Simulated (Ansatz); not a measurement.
Single points on the cluster Cr₂B₂.

```yaml
crystal:
  periodic: [false, false, false]
  atoms:
    - {symbol: Cr, position_ang: [0.214654, 1.532720, 1.234017]}
    - {symbol: Cr, position_ang: [-0.198071, -1.413838, -1.137958]}
    - {symbol: B, position_ang: [-0.761576, 0.212662, -0.255069]}
    - {symbol: B, position_ang: [0.745003, -0.331544, 0.159020]}
basis:
  gaussian: {orbitals: def2-TZVP, initial_orbitals: start.molden}
magnetization: {spin_polarized: true, initial_magnetization: 2}
hamiltonian: {xc: {name: wB97X-V}}
scf: {omitted_lower_state_checks: [starts]}
output: {orbitals: {seedname: orbitals}}
```

The file start.molden holds the orbitals of an earlier run on this structure, at another level or in another basis.

```sh
$ ansatz run in.yaml --threads 4 --pin off --events-out ev --progress --plain --max-ram 3916MiB
```

Shortened log:

```
Functional definition: wB97X-V
  name "wB97X-V"
  cite "Mardirossian & Head-Gordon, Phys. Chem. Chem. Phys. 16, 9904 (2014) doi:10.1039/C3CP54374A"
  cite "Becke, J. Chem. Phys. 107, 8554 (1997) doi:10.1063/1.475007"
  cite "Vydrov & Van Voorhis, J. Chem. Phys. 133, 244103 (2010) doi:10.1063/1.3521275"
  parameter omega = 0.3/bohr
  parameter cx = 0.167
  parameter cx1 = 0.603
  parameter cx2 = 1.194
  parameter css0 = 0.556
  parameter css1 = -0.257
  parameter cos0 = 1.219
  parameter cos1 = -1.850
  parameter b = 6.0
  parameter c = 0.01
  exchange = spin_sum(e_x_unif_sr(omega)*poly(b97_u_x, 1 - cx, cx1, cx2)) + cx*exact_x_sr(omega) + exact_x_lr(omega)
  correlation = spin_sum(e_c_pw_same_spin*poly(b97_u_same, css0, css1))
      + integral(e_c_pw_opposite_spin*poly(b97_u_opposite, cos0, cos1)) + vv10(b, c)
these checks for a lower state are left out or cut short: starts
1280 factors; their error is unknown
281 factors; integrals over basis functions are off by at most 2.2e-5 eV
mean field evaluation 1: about -58181.6260 eV, gradient 4.0e0 eV
mean field evaluation 2: about -58181.7373 eV, gradient 2.3e-1 eV
mean field evaluation 4: about -58181.9482 eV, gradient 1.2e-1 eV
mean field evaluation 8: about -58181.9482 eV, gradient 2.3e-5 eV
mean field -58181.94823372 eV, -2138.1471604484 hartree, gradient 2.3e-5 eV, S^2 5.720166; 0 other end points of the search recorded, 0 dependent functions left out
reference -58181.94823331 eV, -2138.1471604334 hartree; 30, 28 occupied and 122, 124 virtual orbitals, 1280 factors
Total energy: -58181.94823331 eV, -2138.1471604334 hartree
Checks for a lower state left out: starts
```

Run time 19 s (4 threads of Arm Neoverse V1 on a shared host), peak host memory 0.73 GiB.

The first input with `hamiltonian: {xc: pbe}`, `correlation: {method: rpa}` and without the key `output` (abridged; 5.5 s):

```
Functional definition: PBE
mean field -58177.35617865 eV, -2137.9784055370 hartree, gradient 2.0e-6 eV, S^2 4.909354
12 core orbitals not correlated: weight in the atoms' cores, before any rotation towards them, 1.000 or more for the frozen orbitals, at most 0.000 for the correlated occupied ones
Total energy: -58156.30298091 eV, -2137.2047147904 hartree
Checks for a lower state left out: starts
```

First input, but with `hamiltonian: {xc: pbe, dispersion: d4}` (abridged; 3.2 s):

```
Functional definition: PBE
mean field -58177.35619401 eV, -2137.9784061014 hartree, gradient 2.7e-5 eV, S^2 4.909353
Total energy: -58177.50462154 eV, -2137.9838607125 hartree
Checks for a lower state left out: starts
```

The first input with `hamiltonian: {xc: {name: wB97M-V}}` (abridged; 23 s):

```
Functional definition: wB97M-V
mean field -58186.15600746 eV, -2138.3017932812 hartree, gradient 2.1e-5 eV, S^2 5.724360
Total energy: -58186.15605412 eV, -2138.3017949958 hartree
Checks for a lower state left out: starts
```

The first input with `hamiltonian: {xc: r2scan, dispersion: d4}` (abridged; 8.5 s):

```
Functional definition: r2SCAN
mean field -58189.48364748 eV, -2138.4240817963 hartree, gradient 3.1e-5 eV, S^2 5.489125
Total energy: -58189.51179151 eV, -2138.4251160701 hartree
Checks for a lower state left out: starts
```

The first input with `hamiltonian: {xc: {name: B3LYP}, dispersion: d4}` (abridged; 5 s):

```
Functional definition: B3LYP
mean field -58192.11129837 eV, -2138.5206461855 hartree, gradient 1.9e-5 eV, S^2 5.479631
Total energy: -58192.36134200 eV, -2138.5298351191 hartree
Checks for a lower state left out: starts
```

As the first input, with `gaussian: {orbitals: STO-3G}`, `hamiltonian: {xc: hf}` (abridged; 1.4 s):

```
Functional definition: HF
mean field evaluation 16: about -57499.3892 eV, gradient 1.2e0 eV
mean field evaluation 32: about -57500.2803 eV, gradient 4.9e-3 eV
mean field -57500.28030702 eV, -2113.0963261931 hartree, gradient 6.8e-6 eV, S^2 5.534611
Total energy: -57500.28030702 eV, -2113.0963261931 hartree
Checks for a lower state left out: starts
```

Geometry: r2SCAN-D4/def2-SVP.

B3LYP takes the VWN-RPA correlation. Correlated methods freeze 12 core orbitals; core or outer-core shells of Cr are correlated, in sets that lack core-valence functions. At ωB97X-V/def2-TZVP, RPA@PBE/def2-TZVP, PBE-D4/def2-TZVP, ωB97M-V/def2-TZVP and others the charge 0 triplet is spin-contaminated (final ⟨S²⟩ up to 5.72, 2.00 for a pure state). Another isomer (singlet) lies 0.12 eV lower at PBE0-D4/def2-TZVP.
